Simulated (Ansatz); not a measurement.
C2H3BCl2 can be A, `ClC1(Cl)BC1`, or B, `ClB1CC1Cl`.

Program: Ansatz. Geometries: PBE0-D4/def2-TZVP. ΔE: electronic, gas phase. CCSD(T)/CBS is the MP2 limit (def2-TZVPP, def2-QZVPP) plus CCSD(T) − MP2 in def2-TZVPP, frozen cores. Functionals use def2-TZVPP. B3LYP here is the variant with VWN-RPA as its local correlation; programs differ in this.

A:

Z-matrix (Å, degrees):
```
C
Cl 1 1.752
B 1 1.534 2 118.2
Cl 1 1.751 2 114.7 3 148.7
C 1 1.519 2 116.7 3 -68.8
H 3 1.181 1 148.3 2 73.5
H 5 1.087 1 116.9 2 -2.7
H 5 1.087 1 116.5 2 -140.6
```

B:

Z-matrix (Å, degrees):
```
C
B 1 1.516
C 1 1.550 2 59.5
H 1 1.088 2 117.9 3 107.7
H 1 1.086 2 123.4 3 -101.0
Cl 2 1.708 1 149.6 3 -167.8
Cl 3 1.759 1 118.9 2 108.6
H 3 1.084 1 115.3 2 -114.8
```

Question: Which is lower in electronic energy at CCSD(T)/CBS, and by how much? (An estimate is asked.)

Answer: Ansatz gave: B, by 155.1 kJ/mol.

Question: Give E(B) − E(A) in kJ/mol with MP2/def2-TZVPP, B3LYP-D4, PBE-D4, CCSD/def2-TZVPP, PBE0-D4, LDA (SPW92), BLYP-D4. (An estimate is asked.)

Answer: Ansatz gave: MP2/def2-TZVPP -160.2, B3LYP-D4 -155.7, PBE-D4 -154.9, CCSD/def2-TZVPP -160.2, PBE0-D4 -158.2, LDA (SPW92) -154.8, BLYP-D4 -151.8. None reverses the order clearly.

Question: Does the order hold for the free energy at 298.15 K (harmonic terms from PBE0-D4)? (Estimate.)

Answer: The calculation gave: Yes: G(B) − G(A) = -146.7 kJ/mol. Modes under 60 cm⁻¹, often nearly free rotors, make the harmonic entropy too high.

Largest T1 diagnostic: 0.011.

From BLYP to BHLYP (50 % exact exchange), in def2-TZVPP and without D4, E(B) − E(A) moves by −4.7 kJ/mol. Leaving LDA and LC-ωPBE aside and taking each functional with its dispersion term where it has one, the values, not all of them listed here, spread over 11.6 kJ/mol, from B97M-V to revPBE-D4.
